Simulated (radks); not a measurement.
The numbers below are computed, except where a source is named.
Spin polarisation of the 3d3 shell in V2+. Start: [Ar] 3d(up 1.5, down 1.5); electrons of 3d are moved from spin down to spin up, other shells keep equal spins. Code: a radial shooting solver on a logarithmic mesh with Libxc functionals. Model: non-relativistic Kohn-Sham, r2SCAN, spin-polarised, spherical densities, point nucleus; meta-GGA in the generalised Kohn-Sham scheme.

moment (Bohr magnetons)  E - E(0) (eV)  e(3d up) (eV)  e(3d down) (eV)  3p down minus up (eV)  3s down minus up (eV)
0                                0.000        -21.089          -21.089                 0.000                  0.000
0.75                            -0.174        -21.520          -20.593                  0.955                  0.952
1.5                             -0.697        -21.890          -20.024                  1.913                  1.906
2.25                            -1.578        -22.201          -19.360                  2.876                  2.866
3                               -2.846        -22.469          -18.472                  3.857                  3.837

At moment 3 the spin-polarisation energy is -2.846 eV and the 3d exchange splitting 3.997 eV, that is 1.332 eV per Bohr magneton; E = -I m^2/4 would give I = 1.265 eV.
